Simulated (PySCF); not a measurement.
A calculated (LDA, PySCF 2.14, aug-cc-pCVQZ-DK, the spin-free X2C one-electron Hamiltonian (Gaussian nucleus)) atom or ion has these occupied shells.

```csv
shell,electrons,orbital energy (eV),"rms radius, mean of both spins (bohr)"
1s α,1,-2074.8,0.120
1s β,1,-2074.4,0.120
2s α,1,-172.83,0.570
2s β,1,-172.44,0.570
2p α,3,-124.27,0.545
2p β,3,-123.77,0.545
3s α,1,-14.775,2.06
3s β,1,-12.323,2.06
3p α,3,-6.285,2.55
```

Question: Name the element and its charge.

Answer: P (phosphorus, neutral), in [Ne] 3s2 3p3, high-spin 4S determinant.
